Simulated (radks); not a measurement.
Q: Species: Sr. Configuration: [Kr] 5s2 (the NIST ground configuration). Method: non-relativistic Kohn-Sham, LDA (Slater exchange, Perdew-Wang correlation), spin-polarised, spherical densities, point nucleus; relativity is left out, which matters for an element this heavy; computed with a radial shooting solver on a logarithmic mesh with Libxc functionals. Some entries of the table are withheld. Estimate them.

orbital,occ.,eigenvalue (hartree),<r> (bohr),<r^2> (bohr^2)
1s,2,(1),0.04023,0.002166
2s,2,-76.49165,0.1772,(2)
2p,6,-69.74578,0.1524,0.02832
3s,2,-11.77132,0.5045,0.2921
3p,6,-9.30160,0.5041,0.2966
3d,10,(3),0.4971,0.3011
4s,2,-1.45511,1.383,2.176
4p,6,-0.84431,1.576,2.867
5s,2,(4),4.337,21.44

A: 
(1) 1s eigenvalue (hartree): -572.8702
(2) 2s <r^2> (bohr^2): 0.03695
(3) 3d eigenvalue (hartree): -4.81323
(4) 5s eigenvalue (hartree): -0.13185
